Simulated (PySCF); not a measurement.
**Radial density of Ce⁵⁷⁺ (cerium, charge +57)**

M06-2X, 1s1, 2S determinant. All numbers are calculated (PySCF 2.14, the non-relativistic Hamiltonian (point nucleus), in an even-tempered Gaussian basis (15 s from 130 bohr⁻², ratio 2.2; 7 p from 200 bohr⁻², ratio 2.4; 4 d from 600 bohr⁻², ratio 2.4; 3 f from 900 bohr⁻², ratio 2.4; 3 g from 1300 bohr⁻², ratio 2.4)).

```
r (bohr)  4πr²ρ (e/bohr)  4πr²(ρα − ρβ)
0.000451          0.1505         0.1505
0.000758          0.4110         0.4110
 0.00127           1.095         1.0950
 0.00214           2.801         2.8011
 0.00361           6.687         6.6874
 0.00607           14.22        14.2180
  0.0102           24.87        24.8737
  0.0172           31.37        31.3749
  0.0289           22.84        22.8432
  0.0486           6.591         6.5912
  0.0817          0.4020         0.4020
   0.137        0.001700         0.0017
```

A non-relativistic calculation at this Z misses sizeable relativistic shifts. For one electron the Hartree and exchange-correlation energies should cancel; what remains is the self-interaction error.
